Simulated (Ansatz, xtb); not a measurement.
**Relative energy of two structures of H5InO2Si**

We compare X, a singlet given by its coordinates, with Y, a singlet given by its coordinates. Both are isolated molecules in the gas phase, relaxed with PBE0-D3(BJ)/def2-SVP.

X (Å):

```yaml
atoms:
  - { symbol: In, position_ang: [-1.1531, -0.6106, 1.5815] }
  - { symbol: O, position_ang: [-2.3883, 1.0057, 2.2549] }
  - { symbol: O, position_ang: [-2.5519, 0.6005, -0.0908] }
  - { symbol: Si, position_ang: [-3.7069, 0.5716, -1.2881] }
  - { symbol: H, position_ang: [-2.1831, 1.6981, 2.8897] }
  - { symbol: H, position_ang: [-3.1690, -0.2513, -2.4098] }
  - { symbol: H, position_ang: [-2.6927, 1.0726, 0.8257] }
  - { symbol: H, position_ang: [-4.9900, -0.0356, -0.8143] }
  - { symbol: H, position_ang: [-3.9996, 1.9501, -1.7888] }
```

Close contacts (Å): In1–O2 2.14, In1–O3 2.49, O3–Si4 1.66, In1–H7 2.40, O2–H5 0.96, O3–H7 1.04, Si4–H6 1.49, Si4–H8 1.50, Si4–H9 1.50.

Y (Å):

```xyz
9

In   -3.4647    1.1178    2.3964
O    -1.0818    0.7795    1.6700
O    -3.2131    0.6799    0.3131
Si   -4.0497    0.3698   -1.0662
H    -0.4957    1.5303    1.5218
H    -1.5968    0.6597    0.8287
H    -3.7891   -1.0146   -1.5825
H    -5.5331    0.4892   -0.8528
H    -3.6854    1.3281   -2.1624
```

Close contacts (Å): In1–O2 2.51, In1–O3 2.14, O3–Si4 1.64, In1–H6 2.48, O2–H5 0.96, O2–H6 0.99, Si4–H7 1.50, Si4–H8 1.50, Si4–H9 1.50.

Question: Estimate E(Y) − E(X) at the level CCSD(T)/def2-SVP + ΔMP2/def2-TZVPP.

Answer: Calculated at CCSD(T)/def2-SVP + ΔMP2/def2-TZVPP: E(Y) − E(X) = −7.6 kcal/mol, so structure Y lies lower.

How the difference moves with the method:

| level | geometry | E(Y) − E(X) (kcal/mol) | departure from the last row (kcal/mol) | job, with rough time for the two |
| --- | --- | --- | --- | --- |
| PBE0-D3(BJ)/def2-SVP | PBE0-D3(BJ)/def2-SVP | −7.4 | +0.3 | optimisation, 5.9 min |
| HF/def2-SVP | PBE0-D3(BJ)/def2-SVP | −10.2 | −2.6 | part of the CCSD(T) run |
| MP2/def2-SVP | PBE0-D3(BJ)/def2-SVP | −9.1 | −1.5 | part of the CCSD(T) run |
| CCSD(T)/def2-SVP | PBE0-D3(BJ)/def2-SVP | −9.3 | −1.7 | single point |
| CCSD(T)/def2-SVP + ΔMP2/def2-TZVPP | PBE0-D3(BJ)/def2-SVP | −7.6 |  | single point, 87 s |

The levels shown agree on the order. The largest departure from CCSD(T)/def2-SVP + ΔMP2/def2-TZVPP is that of HF/def2-SVP, 2.6 kcal/mol. Levels run at GFN2-xTB geometries aren't shown. The last row adds to CCSD(T) the change of the MP2 difference between the two basis sets, here +1.7 kcal/mol.

With harmonic frequencies from PBE0-D3(BJ)/def2-SVP (ideal gas, rigid rotor, one conformer each, 298.15 K, 1 atm): on the last row, ΔE + ΔZPE = −6.4 kcal/mol. A mode under 50 cm⁻¹ makes harmonic enthalpies and free energies unreliable, so none is given.

The correlated steps freeze 11 core orbitals; the filled d shell of In is correlated, in a basis made for valence electrons. Atoms past krypton carry core potentials in the def2 sets and no spin–orbit term is included. Programs: Ansatz 0.2.0; the last row on 1 thread of Intel(R) Xeon(R) Processor @ 2.50GHz (Skylake/Cascade Lake) on a shared host.
